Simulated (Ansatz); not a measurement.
Consider the ligand exchange at a Ge–N bond: `F[SiH](Cl)[NH][GeH3]` + HI → `[GeH3][I]` + `N[SiH](F)Cl`.

Program: Ansatz. Geometries: PBE0-D4/def2-TZVP. ΔE: electronic, gas phase. CCSD(T)/CBS is the MP2 limit (def2-TZVPP, def2-QZVPP) plus CCSD(T) − MP2 in def2-TZVPP, frozen cores. def2 core potentials past Kr. For Ge, I outer-core shells are correlated without core-valence functions, which leaves a few kJ/mol of doubt a bond. Scalar relativity is left out up to krypton. Each species was taken in one conformer, which may not be the lowest.

| level | ΔE (kJ/mol) |
| --- | --- |
| MP2/def2-TZVPP | -68.9 |
| SCS-MP2/def2-TZVPP | -65.9 |

(1) What does CCSD(T)/CBS give? (An estimate is asked.)

Largest T1 diagnostic among the species: 0.011.

## Answers

(1) Ansatz gave: -71.3 kJ/mol. The listed levels differ from it by 2.4, 5.4 kJ/mol.

In def2-TZVPP, CCSD(T) changes the Hartree–Fock value by +16.0 kJ/mol (the triples alone add +1.4 kJ/mol) and MP2 by +10.0 kJ/mol. The D4 term adds +4.6 kJ/mol with B3LYP and +2.8 kJ/mol with PBE0; it sums over pairs of atoms, weighted by their polarisabilities, and B3LYP, whose exchange is more repulsive, gets the larger term.

B3LYP here is the variant with VWN-RPA as its local correlation; programs differ in this.
